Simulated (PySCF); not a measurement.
Ligand exchange on a metal centre used in film growth or etching (W OH-NH2). Gas-phase values, no solvent. One relaxed conformer stands for each flexible species; it need not be the lowest. In the def2 sets, heavy atoms carry core potentials. All members: neutral, multiplicity 1. Level: TPSSh-D3(BJ)/def2-TZVP // PBE-D3(BJ)/def2-SVP (PySCF), beside PBE-D3(BJ)/def2-TZVP // PBE-D3(BJ)/def2-SVP (PySCF) at the same geometries. 

```json
[
 {"species": "[W(OH)2(NH2)4]", "HOMO–LUMO gap, PBE (eV)": "2.67", "HOMO–LUMO gap, TPSSh-D3(BJ) (eV)": "3.56"},
 {"species": "[W(OH)(NH2)5]", "HOMO–LUMO gap, PBE (eV)": "2.98", "HOMO–LUMO gap, TPSSh-D3(BJ) (eV)": "3.88"},
 {"species": "[W(NH2)6]", "HOMO–LUMO gap, PBE (eV)": "3.00", "HOMO–LUMO gap, TPSSh-D3(BJ) (eV)": "3.88"},
 {"species": "[W(OH)4(NH2)2]", "HOMO–LUMO gap, PBE (eV)": "3.17", "HOMO–LUMO gap, TPSSh-D3(BJ) (eV)": "4.08"},
 {"species": "[W(OH)5(NH2)]", "HOMO–LUMO gap, PBE (eV)": "3.17", "HOMO–LUMO gap, TPSSh-D3(BJ) (eV)": "4.11"},
 {"species": "[W(OH)6]", "HOMO–LUMO gap, PBE (eV)": "3.66", "HOMO–LUMO gap, TPSSh-D3(BJ) (eV)": "withheld"}
]
```

Question: Fit y = a + b·x, y being the HOMO–LUMO gap at the first level, to the 5 complete rows by least squares, with x = the PBE value in eV. Give a, b and the rms residual, and predict the withheld value.

Answer: Means of the 5 rows: x̄ = 2.998, ȳ = 3.902 eV. Σ(x − x̄)² = 0.16708 and Σ(x − x̄)(y − ȳ) = 0.17892, so b = 1.071 and a = ȳ − b·x̄ = 0.691 eV. The rms residual is 0.016 eV. At x = 3.66 the line gives 4.61 eV, outside the range of the fitted rows. The run for [W(OH)6] gave 4.71 eV, so the line is off by 0.10 eV, more than twice the rms residual.

Codes: PySCF.
